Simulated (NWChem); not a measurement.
System: CrNH3SO2; SMILES [O]=[Cr]([SH])(=[NH])[OH]

Input file for NWChem:

```
start job
memory heap 200 mb stack 900 mb global 1100 mb
geometry units angstroms
  Cr    -0.033743     0.396020    -0.163056
  O      0.796049     0.897058     1.019491
  N      0.691480     0.649735    -1.564466
  H      1.641162     0.982989    -1.768121
  O     -1.617800     1.101026    -0.241144
  H     -2.019393     1.233989     0.630348
  S     -0.117597    -1.793602     0.126836
  H     -0.303704    -2.071796    -1.183050
end
basis spherical
  * library sto-3g
end
dft
  xc hfexch
  iterations 150
end
driver
  maxiter 120
end
task dft optimize
```

The level has its own optimisation. Brackets give each atom's bonded neighbours.

Q: What results follow from this input? (Hartree-Fock/STO-3G.) Quantities: r Cr–O [Cr(NOOS)–O(Cr)] (Å); r Cr–N (Å); r Cr–O [Cr(NOOS)–O(CrH)] (Å); r Cr–S (Å); dipole (D).

A: 
| Item | Result |
|---|---|
| r Cr–O [Cr(NOOS)–O(Cr)] (Å) | 1.434 |
| r Cr–N (Å) | 1.495 |
| r Cr–O [Cr(NOOS)–O(CrH)] (Å) | 1.629 |
| r Cr–S (Å) | 2.150 |
| dipole (D) | 1.37 |
